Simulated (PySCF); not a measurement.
# Basis and Hamiltonian dependence of the ionisation energy of Ti⁺

Ti⁺ [Ar] 3d2 4s1 (4F) → Ti²⁺ [Ar] 3d2 (3F). All values are computed (PySCF 2.14, energy differences of UHF-based or UKS calculations, no spin-orbit coupling). Values in eV.

```json
{"basis": "def2-SVP", "Hamiltonian": "non-relativistic", "functions": "31", "UHF": "12.797", "PBE": "n/a", "PBE0": "n/a", "MP2 (valence)": "12.885", "CCSD(T) (valence)": "n/a", "CCSD(T) (valence and next inner shell)": "n/a"}
{"basis": "jorge-DZP-DKH", "Hamiltonian": "spin-free X2C", "functions": "43", "UHF": "12.916", "PBE": "n/a", "PBE0": "13.746", "MP2 (valence)": "13.040", "CCSD(T) (valence)": "n/a", "CCSD(T) (valence and next inner shell)": "n/a"}
{"basis": "cc-pVDZ", "Hamiltonian": "non-relativistic", "functions": "43", "UHF": "12.867", "PBE": "13.896", "PBE0": "n/a", "MP2 (valence)": "13.009", "CCSD(T) (valence)": "n/a", "CCSD(T) (valence and next inner shell)": "n/a"}
{"basis": "def2-TZVP", "Hamiltonian": "non-relativistic", "functions": "45", "UHF": "12.860", "PBE": "13.893", "PBE0": "n/a", "MP2 (valence)": "13.004", "CCSD(T) (valence)": "n/a", "CCSD(T) (valence and next inner shell)": "n/a"}
{"basis": "aug-cc-pVDZ", "Hamiltonian": "non-relativistic", "functions": "59", "UHF": "12.866", "PBE": "13.897", "PBE0": "13.687", "MP2 (valence)": "13.011", "CCSD(T) (valence)": "13.067", "CCSD(T) (valence and next inner shell)": "n/a"}
{"basis": "aug-cc-pVDZ-DK", "Hamiltonian": "spin-free X2C", "functions": "59", "UHF": "12.953", "PBE": "13.994", "PBE0": "13.782", "MP2 (valence)": "13.103", "CCSD(T) (valence)": "13.160", "CCSD(T) (valence and next inner shell)": "n/a"}
{"basis": "jorge-TZP-DKH", "Hamiltonian": "spin-free X2C", "functions": "65", "UHF": "12.942", "PBE": "n/a", "PBE0": "n/a", "MP2 (valence)": "n/a", "CCSD(T) (valence)": "n/a", "CCSD(T) (valence and next inner shell)": "13.514"}
{"basis": "cc-pVTZ-DK", "Hamiltonian": "spin-free X2C", "functions": "68", "UHF": "12.940", "PBE": "n/a", "PBE0": "13.794", "MP2 (valence)": "13.119", "CCSD(T) (valence)": "n/a", "CCSD(T) (valence and next inner shell)": "n/a"}
{"basis": "x2c-QZVPPall", "Hamiltonian": "spin-free X2C", "functions": "96", "UHF": "12.938", "PBE": "14.014", "PBE0": "13.790", "MP2 (valence)": "13.123", "CCSD(T) (valence)": "13.180", "CCSD(T) (valence and next inner shell)": "13.584"}
{"basis": "dyall-av2z", "Hamiltonian": "non-relativistic", "functions": "101", "UHF": "12.851", "PBE": "13.893", "PBE0": "13.677", "MP2 (valence)": "13.009", "CCSD(T) (valence)": "13.060", "CCSD(T) (valence and next inner shell)": "n/a"}
{"basis": "aug-cc-pVTZ with one added diffuse shell each of s, p, d, f, g type", "Hamiltonian": "non-relativistic", "functions": "118", "UHF": "12.852", "PBE": "13.921", "PBE0": "13.697", "MP2 (valence)": "13.030", "CCSD(T) (valence)": "n/a", "CCSD(T) (valence and next inner shell)": "n/a"}
{"basis": "x2c-QZVPPall with one added diffuse shell each of s, p, d, f, g type", "Hamiltonian": "spin-free X2C", "functions": "121", "UHF": "12.938", "PBE": "14.015", "PBE0": "13.790", "MP2 (valence)": "13.123", "CCSD(T) (valence)": "n/a", "CCSD(T) (valence and next inner shell)": "n/a"}
{"basis": "aug-cc-pwCVTZ", "Hamiltonian": "non-relativistic", "functions": "127", "UHF": "12.849", "PBE": "13.918", "PBE0": "13.695", "MP2 (valence)": "13.035", "CCSD(T) (valence)": "n/a", "CCSD(T) (valence and next inner shell)": "13.484"}
{"basis": "aug-cc-pwCVTZ-DK", "Hamiltonian": "spin-free X2C", "functions": "127", "UHF": "12.937", "PBE": "14.018", "PBE0": "13.793", "MP2 (valence)": "13.126", "CCSD(T) (valence)": "n/a", "CCSD(T) (valence and next inner shell)": "n/a"}
```

Frozen in the all-electron rows: valence: [Ar]; valence and next inner shell: [Ne].

Non-relativistic rows lack the scalar-relativistic shift.

Between the lowest levels the reference is 13.575 eV (measured; NIST Atomic Spectra Database, ionization energies); it includes spin-orbit coupling, which these numbers lack.
